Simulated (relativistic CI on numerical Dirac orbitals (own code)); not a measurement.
**Cu3+: K-alpha X-ray emission**

Computed with this model: Dirac-Coulomb-Breit CI, separate exchange-only KLI orbitals for each configuration, model QED, valence Slater integrals scaled by 0.8, multiplet model of X-ray emission after core ionisation; configurations [Ar] 3d8 → 1s 2s2 2p6 3s2 3p6 3d8 → [He] 2s2 2p5 3s2 3p6 3d8; 300 K; Lorentzian 1.8 eV and Gaussian 0.6 eV FWHM. Energies are those of the free ion, without screening or charge transfer. S is read from ⟨S²⟩ = S(S + 1).

Field parameters in Wybourne normalisation: D3d B²₀ = −7Dσ, B⁴₀ = −14Dq − 21Dτ, B⁴₃ = −14√(10/7) Dq. The field is a parameter set, without covalency.

free ion: ground-state S = 1.00, centroid 8039.30 eV. Peaks (eV, height): 8025.2 (98), 8042.8 (48), 8046.2 (94), 8048.2 (100).

D3d, 10Dq = 15650, Dσ = -1200, Dτ = -300 cm⁻¹: ground-state S = 1.00, centroid 8039.24 eV. Peaks (eV, height): 8025.8 (62), 8047.4 (100).

Strongest unbroadened transitions for D3d, 10Dq = 15650, Dσ = -1200, Dτ = -300 cm⁻¹:

```
Energy (eV)  Relative strength
    8024.73               15.6
    8025.70               20.6
    8025.71               16.8
    8025.76               38.0
    8025.79               33.5
    8025.84               38.3
    8026.58               83.1
    8042.65               23.8
    8046.30               30.5
    8046.37               25.9
    8046.38               23.6
    8046.39               16.4
    8046.40               19.2
    8046.43               31.6
    8046.45               35.2
    8047.64               98.7
    8047.69              100.0
    8047.72               88.9
```
